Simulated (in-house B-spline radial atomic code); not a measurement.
The numbers below are computed, except where a source is named.
## Correlation energy from the adiabatic connection: −V exp(−r²/w²), V = 2.09, w = 9.0

Two electrons in a singlet, external potential −V exp(−r²/w²), V = 2.09, w = 9.0 (atomic units). Full CI in B-splines (partial waves to l = 8, correlation up to 0.6 % small) with the density held fixed gives W(λ) = <V_ee>_λ − U, and E_c is the integral of W(λ) − W(0) from 0 to 1.

```json
{"λ": "0", "W(λ) − W(0) (hartree)": "0.00000"}
{"λ": "0.02", "W(λ) − W(0) (hartree)": "-0.00200"}
{"λ": "0.05", "W(λ) − W(0) (hartree)": "-0.00488"}
{"λ": "0.12", "W(λ) − W(0) (hartree)": "-0.01115"}
{"λ": "0.25", "W(λ) − W(0) (hartree)": "-0.02124"}
{"λ": "0.4", "W(λ) − W(0) (hartree)": "-0.03086"}
{"λ": "0.6", "W(λ) − W(0) (hartree)": "-0.04113"}
{"λ": "0.8", "W(λ) − W(0) (hartree)": "-0.04926"}
{"λ": "1", "W(λ) − W(0) (hartree)": "-0.05584"}
```

(1) Integrate the table by the trapezoid rule.

(2) Now use only three numbers: W(0) = -0.31962, the initial slope W'(0) = -0.1013 (extrapolated from the first points) and the strong-coupling limit of the point-charge-plus-continuum model, W∞ = -0.43634. What do second-order theory and the interpolation W(λ) = W∞ + (W(0) − W∞)/√(1 + 2χλ) of Seidl, Perdew and Levy give?

Answers

(1) The strips give -0.00002, -0.00010, -0.00056, -0.00211, -0.00391, -0.00720, -0.00904, -0.01051, which sum to -0.03345 hartree. The direct value, W(1) − W(0) + T_c with T_c = 0.02225, is -0.03359; the curve is convex, so chords lie above it and the trapezoids fall short in size by 0.42 %.

(2) Second order keeps the slope alone: E_c = W'(0)/2 = -0.05065, +51 % in size against -0.03359. Matching the slope fixes χ = W'(0)/(W∞ − W(0)) = -0.1013/(-0.11672) = 0.86789. Integrating, with s = √(1 + 2χ) = 1.654019, E_c = −(W(0) − W∞)(s − 1)/(s + 1) = −0.11672 × 0.654019/2.654019 = -0.02876 hartree, -14.4 % in size against the full result. At λ = 1 the formula gives W − W(0) = -0.04615 against -0.05584. Part of the miss can come from the model's W∞.
